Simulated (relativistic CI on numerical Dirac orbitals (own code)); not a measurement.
# Mn³⁺: 3p photoemission

Computed with this model: Dirac-Coulomb-Breit CI, orbitals from a KLI potential per configuration, model QED, multiplet model of photoemission in the sudden approximation, unscaled Slater integrals; configurations [Ar] 3d4 → [Ne] 3s2 3p5 3d4; 300 K; Lorentzian 1.12 eV and Gaussian 0.6 eV FWHM. Energies are those of the free ion, without screening or charge transfer. The energies are binding energies and can lie tens of eV above those of solids. S is read from ⟨S²⟩ = S(S + 1).

Field parameters in Wybourne normalisation: D3d B²₀ = −7Dσ, B⁴₀ = −14Dq − 21Dτ, B⁴₃ = −14√(10/7) Dq; D4h B²₀ = −7Ds, B⁴₀ = 21(Dq − Dt), B⁴₄ = 21√(5/14) Dq; Td as Oh with Dq negative (B⁴₀ = 21Dq, B⁴₄ = √(5/14) B⁴₀). The field is a parameter set, without covalency.

Peaks in eV (height, largest 100): 93.0 (100), 96.4 (95), 99.6 (38), 114.2 (36), 121.0 (34).

Which surroundings give this spectrum?
A. Td, 10Dq = -6700 cm⁻¹
B. D3d, 10Dq = 14400, Dσ = 890, Dτ = -150 cm⁻¹
C. D4h, 10Dq = 31950, Ds = -1210, Dt = 1090 cm⁻¹
D. D4h, 10Dq = 8350, Ds = -810, Dt = -690 cm⁻¹

D. D4h, 10Dq = 8350, Ds = -810, Dt = -690 cm⁻¹, where the ground state has S = 2.00.
